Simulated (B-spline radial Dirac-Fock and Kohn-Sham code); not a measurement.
# Two-hole binding energies of Ta⁺

System: the Ta⁺ ion, configuration [Xe] 4f14 5d3 6s1.

Input of the calculation (task.json; shells as n, l, electrons):

```json
{"items": [{
  "Z": 73,
  "q": 1,
  "cfg": [[1, 0, 2], [2, 0, 2], [2, 1, 6], [3, 0, 2], [3, 1, 6], [3, 2, 10], [4, 0, 2], [4, 1, 6], [4, 2, 10], [4, 3, 14], [5, 0, 2], [5, 1, 6], [5, 2, 3], [6, 0, 1]],
  "A": 181,
  "rrms": 5.3507,
  "do": ["binding", "quiet", "double"]
}]}
```

Command: `python xray_run.py task.json out`

The computed values come from a radial B-spline solver: relaxed Dirac-Fock hole states (ΔSCF) with Breit and QED corrections and a finite nucleus. U is the two-hole binding energy less the two single-hole energies, the effective repulsion of the holes after relaxation. Each two-hole energy is an average over J within one jj subconfiguration.

```
          holes  E(a) (eV)  E(b) (eV)  E(ab) (eV)  U (eV)
   1s⁻¹ 2p1/2⁻¹    67424.9    11151.1     78973.1   397.2
   1s⁻¹ 2p3/2⁻¹    67424.9     9895.3     77646.8   326.7
   1s⁻¹ 3p1/2⁻¹    67424.9     2486.5     70025.9   114.6
   1s⁻¹ 3p3/2⁻¹    67424.9     2212.6     69735.7    98.2
   1s⁻¹ 3d5/2⁻¹    67424.9     1749.6     69264.5    90.1
        2p3/2⁻²     9895.3     9895.3     20015.2   224.7
   2s⁻¹ 3p1/2⁻¹    11702.5     2486.5     14275.4    86.4
   2s⁻¹ 3p3/2⁻¹    11702.5     2212.6     13994.6    79.4
   2p1/2⁻¹ 3s⁻¹    11151.1     2729.3     13963.0    82.6
2p1/2⁻¹ 3d5/2⁻¹    11151.1     1749.6     12991.3    90.6
        3p1/2⁻²     2486.5     2486.5      5037.7    64.8
        3d5/2⁻²     1749.6     1749.6           ?       ?
        4f5/2⁻²      39.25      39.25       100.5    22.0
4f5/2⁻¹ 4f7/2⁻¹      39.25      37.37       99.21    22.6
```

Question: Give the missing two-hole energy and U.

Answer: E(ab) = 3564.3 eV and U = 65.2 eV.
